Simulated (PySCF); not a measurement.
Vertical excitations of a molecule C3H9OSi, multiplicity 2 from TDA-PBE/def2-SVPD run with PySCF, as energy in eV (oscillator strength): 4.05 (0.007), 4.18 (0.008), 4.46 (0.056), 4.61 (0.023), 4.68 (0.067), 5.00 (0.040), 5.13 (0.008), 5.45 (0.131), 5.80 (0.009), 5.98 (0.027). Geometry: B3LYP-D3(BJ)/def2-SVP. One conformer was computed; it need not be the lowest.

### Question
Which molecule gave these data?
A. [CH2][Si](C)(C)O
B. C[Si](C)(C)[O]
C. CO[Si](C)C
D. CCO[SiH]C

### Answer
C, CO[Si](C)C
